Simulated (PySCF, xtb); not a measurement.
Si(F)2(Me)(Cl) (CH3ClF2Si), SMILES C[Si](F)(F)Cl.

GFN2-xTB (xtb) at its own geometry gives an orbital gap of 7.51 eV and a dipole moment of 2.57 D.

Geometry optimised at B3LYP-D3(BJ)/def2-SVP.

What does PySCF with M06-2X/def2-TZVP give? (Estimate from the structure and the level; the computed values follow.)

gap 12.42 eV (levels -11.01 and 1.42 eV), dipole 2.45 D.
